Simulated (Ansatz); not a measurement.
## Molecular dynamics of ClGaH2O

Input:

```yaml
crystal:
  periodic: [false, false, false]
  atoms:
    - { symbol: Ga, position_ang: [0.036514, -0.095018, 0.01421] }
    - { symbol: H, position_ang: [0.008308, -0.022782, 1.56771] }
    - { symbol: Cl, position_ang: [1.862978, 0.15571, -1.097479] }
    - { symbol: O, position_ang: [-1.370475, -0.383706, -1.04243] }
    - { symbol: H, position_ang: [-2.207424, -0.500904, -0.57351] }
basis:
  gaussian: { orbitals: def2-SVP }
hamiltonian:
  xc: b3lyp
md:
  timestep: 0.5
  n_steps: 100
  ensemble: nvt_nose_hoover
  temperature: 100.0
  initial_velocities: maxwell_boltzmann
  seed: 310603
  nose_hoover: { tau: 100.0, chain_length: 5 }
```

Command:

```bash
$ ansatz run input.yaml --threads 1 --pin off --max-ram 2048MiB --backend cpu --events-out ev --progress --plain --runs-dir out
```

It starts from a relaxed structure.

Output, in part (one step line in 2, the closing report, with atoms numbered from 0):

```
md step     0: t =     0.00 fs  T =   100.0 K  F+E_penalty+E_count = -66971.80877651 eV  E_kin = 0.038778 eV  conserved = -66971.76999851 eV  (24 SCF iters)
md step     2: t =     1.00 fs  T =    96.8 K  F+E_penalty+E_count = -66971.80751696 eV  E_kin = 0.037545 eV  conserved = -66971.76997189 eV  (22 SCF iters)
md step     4: t =     2.00 fs  T =    90.5 K  F+E_penalty+E_count = -66971.80504552 eV  E_kin = 0.035108 eV  conserved = -66971.76993823 eV  (22 SCF iters)
md step     6: t =     3.00 fs  T =    85.8 K  F+E_penalty+E_count = -66971.80321645 eV  E_kin = 0.033271 eV  conserved = -66971.76994659 eV  (22 SCF iters)
md step     8: t =     4.00 fs  T =    81.8 K  F+E_penalty+E_count = -66971.80169918 eV  E_kin = 0.031737 eV  conserved = -66971.76996502 eV  (22 SCF iters)
md step    10: t =     5.00 fs  T =    76.4 K  F+E_penalty+E_count = -66971.79958647 eV  E_kin = 0.029641 eV  conserved = -66971.76995121 eV  (22 SCF iters)
md step    12: t =     6.00 fs  T =    71.5 K  F+E_penalty+E_count = -66971.79764088 eV  E_kin = 0.027719 eV  conserved = -66971.76993118 eV  (22 SCF iters)
md step    14: t =     7.00 fs  T =    69.6 K  F+E_penalty+E_count = -66971.79692901 eV  E_kin = 0.026998 eV  conserved = -66971.76994625 eV  (22 SCF iters)
md step    16: t =     8.00 fs  T =    68.6 K  F+E_penalty+E_count = -66971.79656909 eV  E_kin = 0.026611 eV  conserved = -66971.76997964 eV  (22 SCF iters)
md step    18: t =     9.00 fs  T =    63.9 K  F+E_penalty+E_count = -66971.79471204 eV  E_kin = 0.024766 eV  conserved = -66971.76997656 eV  (22 SCF iters)
md step    20: t =    10.00 fs  T =    55.9 K  F+E_penalty+E_count = -66971.79156501 eV  E_kin = 0.021670 eV  conserved = -66971.76993465 eV  (19 SCF iters)
md step    22: t =    11.00 fs  T =    50.5 K  F+E_penalty+E_count = -66971.78945318 eV  E_kin = 0.019584 eV  conserved = -66971.76991778 eV  (19 SCF iters)
md step    24: t =    12.00 fs  T =    50.2 K  F+E_penalty+E_count = -66971.78935556 eV  E_kin = 0.019472 eV  conserved = -66971.76994419 eV  (19 SCF iters)
md step    26: t =    13.00 fs  T =    51.6 K  F+E_penalty+E_count = -66971.78990296 eV  E_kin = 0.020019 eV  conserved = -66971.76995766 eV  (18 SCF iters)
md step    28: t =    14.00 fs  T =    52.8 K  F+E_penalty+E_count = -66971.79033608 eV  E_kin = 0.020487 eV  conserved = -66971.76993842 eV  (19 SCF iters)
md step    30: t =    15.00 fs  T =    56.2 K  F+E_penalty+E_count = -66971.79162464 eV  E_kin = 0.021801 eV  conserved = -66971.76993169 eV  (19 SCF iters)
md step    32: t =    16.00 fs  T =    62.5 K  F+E_penalty+E_count = -66971.79406899 eV  E_kin = 0.024237 eV  conserved = -66971.76996208 eV  (19 SCF iters)
md step    34: t =    17.00 fs  T =    67.4 K  F+E_penalty+E_count = -66971.79595701 eV  E_kin = 0.026124 eV  conserved = -66971.76998940 eV  (22 SCF iters)
md step    36: t =    18.00 fs  T =    67.1 K  F+E_penalty+E_count = -66971.79580772 eV  E_kin = 0.026024 eV  conserved = -66971.76996891 eV  (22 SCF iters)
md step    38: t =    19.00 fs  T =    64.6 K  F+E_penalty+E_count = -66971.79477014 eV  E_kin = 0.025053 eV  conserved = -66971.76993167 eV  (22 SCF iters)
md step    40: t =    20.00 fs  T =    65.0 K  F+E_penalty+E_count = -66971.79488742 eV  E_kin = 0.025196 eV  conserved = -66971.76993773 eV  (22 SCF iters)
md step    42: t =    21.00 fs  T =    67.6 K  F+E_penalty+E_count = -66971.79588836 eV  E_kin = 0.026200 eV  conserved = -66971.76996842 eV  (22 SCF iters)
md step    44: t =    22.00 fs  T =    68.3 K  F+E_penalty+E_count = -66971.79612589 eV  E_kin = 0.026473 eV  conserved = -66971.76996922 eV  (22 SCF iters)
md step    46: t =    23.00 fs  T =    66.8 K  F+E_penalty+E_count = -66971.79549368 eV  E_kin = 0.025899 eV  conserved = -66971.76994956 eV  (25 SCF iters)
md step    48: t =    24.00 fs  T =    65.6 K  F+E_penalty+E_count = -66971.79500493 eV  E_kin = 0.025445 eV  conserved = -66971.76995426 eV  (22 SCF iters)
md step    50: t =    25.00 fs  T =    64.0 K  F+E_penalty+E_count = -66971.79435559 eV  E_kin = 0.024807 eV  conserved = -66971.76998284 eV  (21 SCF iters)
md step    52: t =    26.00 fs  T =    57.9 K  F+E_penalty+E_count = -66971.79196631 eV  E_kin = 0.022454 eV  conserved = -66971.76998640 eV  (21 SCF iters)
md step    54: t =    27.00 fs  T =    47.1 K  F+E_penalty+E_count = -66971.78770538 eV  E_kin = 0.018269 eV  conserved = -66971.76994660 eV  (19 SCF iters)
md step    56: t =    28.00 fs  T =    37.2 K  F+E_penalty+E_count = -66971.78381767 eV  E_kin = 0.014440 eV  conserved = -66971.76991794 eV  (19 SCF iters)
md step    58: t =    29.00 fs  T =    32.4 K  F+E_penalty+E_count = -66971.78192822 eV  E_kin = 0.012557 eV  conserved = -66971.76993816 eV  (19 SCF iters)
md step    60: t =    30.00 fs  T =    30.0 K  F+E_penalty+E_count = -66971.78100828 eV  E_kin = 0.011639 eV  conserved = -66971.76996180 eV  (19 SCF iters)
md step    62: t =    31.00 fs  T =    26.9 K  F+E_penalty+E_count = -66971.77975106 eV  E_kin = 0.010419 eV  conserved = -66971.76994990 eV  (19 SCF iters)
md step    64: t =    32.00 fs  T =    24.3 K  F+E_penalty+E_count = -66971.77873275 eV  E_kin = 0.009442 eV  conserved = -66971.76993286 eV  (19 SCF iters)
md step    66: t =    33.00 fs  T =    24.6 K  F+E_penalty+E_count = -66971.77883260 eV  E_kin = 0.009551 eV  conserved = -66971.76994805 eV  (19 SCF iters)
md step    68: t =    34.00 fs  T =    25.6 K  F+E_penalty+E_count = -66971.77920218 eV  E_kin = 0.009921 eV  conserved = -66971.76997465 eV  (19 SCF iters)
md step    70: t =    35.00 fs  T =    23.7 K  F+E_penalty+E_count = -66971.77842563 eV  E_kin = 0.009184 eV  conserved = -66971.76996359 eV  (22 SCF iters)
md step    72: t =    36.00 fs  T =    20.6 K  F+E_penalty+E_count = -66971.77717022 eV  E_kin = 0.007995 eV  conserved = -66971.76992334 eV  (19 SCF iters)
md step    74: t =    37.00 fs  T =    21.9 K  F+E_penalty+E_count = -66971.77764582 eV  E_kin = 0.008502 eV  conserved = -66971.76991827 eV  (18 SCF iters)
md step    76: t =    38.00 fs  T =    28.3 K  F+E_penalty+E_count = -66971.78013102 eV  E_kin = 0.010982 eV  conserved = -66971.76995675 eV  (21 SCF iters)
md step    78: t =    39.00 fs  T =    34.6 K  F+E_penalty+E_count = -66971.78252574 eV  E_kin = 0.013400 eV  conserved = -66971.76997695 eV  (22 SCF iters)
md step    80: t =    40.00 fs  T =    37.6 K  F+E_penalty+E_count = -66971.78364410 eV  E_kin = 0.014589 eV  conserved = -66971.76995960 eV  (23 SCF iters)
md step    82: t =    41.00 fs  T =    39.6 K  F+E_penalty+E_count = -66971.78434832 eV  E_kin = 0.015361 eV  conserved = -66971.76994893 eV  (22 SCF iters)
md step    84: t =    42.00 fs  T =    41.9 K  F+E_penalty+E_count = -66971.78517739 eV  E_kin = 0.016233 eV  conserved = -66971.76996945 eV  (22 SCF iters)
md step    86: t =    43.00 fs  T =    41.5 K  F+E_penalty+E_count = -66971.78498215 eV  E_kin = 0.016089 eV  conserved = -66971.76998503 eV  (23 SCF iters)
md step    88: t =    44.00 fs  T =    36.5 K  F+E_penalty+E_count = -66971.78294916 eV  E_kin = 0.014150 eV  conserved = -66971.76995683 eV  (23 SCF iters)
md step    90: t =    45.00 fs  T =    30.8 K  F+E_penalty+E_count = -66971.78064981 eV  E_kin = 0.011944 eV  conserved = -66971.76992073 eV  (22 SCF iters)
md step    92: t =    46.00 fs  T =    29.3 K  F+E_penalty+E_count = -66971.78004292 eV  E_kin = 0.011376 eV  conserved = -66971.76993463 eV  (23 SCF iters)
md step    94: t =    47.00 fs  T =    30.3 K  F+E_penalty+E_count = -66971.78040003 eV  E_kin = 0.011751 eV  conserved = -66971.76997088 eV  (27 SCF iters)
md step    96: t =    48.00 fs  T =    28.7 K  F+E_penalty+E_count = -66971.77973978 eV  E_kin = 0.011149 eV  conserved = -66971.76996979 eV  (22 SCF iters)
md step    98: t =    49.00 fs  T =    24.6 K  F+E_penalty+E_count = -66971.77804571 eV  E_kin = 0.009533 eV  conserved = -66971.76994411 eV  (22 SCF iters)
md step   100: t =    50.00 fs  T =    21.2 K  F+E_penalty+E_count = -66971.77667848 eV  E_kin = 0.008212 eV  conserved = -66971.76994366 eV  (27 SCF iters)
Total energy: -66971.77689535 eV, -2461.1674058033 hartree
Atom 0 at     0.040874    -0.092225     0.046608 Å, force    -0.380878    -0.106225    -0.329564 eV/Å
Atom 1 at    -0.049162    -0.046099     1.591811 Å, force     0.045414     0.021807     0.056502 eV/Å
Atom 2 at     1.821366     0.147218    -1.124847 Å, force     0.217556     0.045762     0.073417 eV/Å
Atom 3 at    -1.293705    -0.375243    -1.110055 Å, force    -0.283309    -0.026805     0.137274 eV/Å
Atom 4 at    -2.206574    -0.506470    -0.802691 Å, force     0.401218     0.065462     0.062371 eV/Å
Dipole moment:    -0.414955    -0.039448     0.489325 e Å
```

All steps were run. The conserved energy stayed within 0.018 meV per atom of its start (net change 0.011 meV per atom), so the integration is sound. The mean temperature of the second half is 67 % below the set value. A run of 0.05 ps of so small a system gives no equilibrium averages.

The same pairs are bonded in the first frame and the last. Pairs count as bonded within 1.25 times the sum of covalent radii (0.12 Å more for H–H).

Last frame:

```xyz
5
Properties=species:S:1:pos:R:3
Ga 0.041 -0.092 0.047
H -0.049 -0.046 1.592
Cl 1.821 0.147 -1.125
O -1.294 -0.375 -1.110
H -2.207 -0.506 -0.803
```

The run took 3 min on 1 thread of Intel(R) Xeon(R) Platinum 8375C CPU @ 2.90GHz (Ice Lake), with other jobs on the host, peak memory 0.16 GiB.
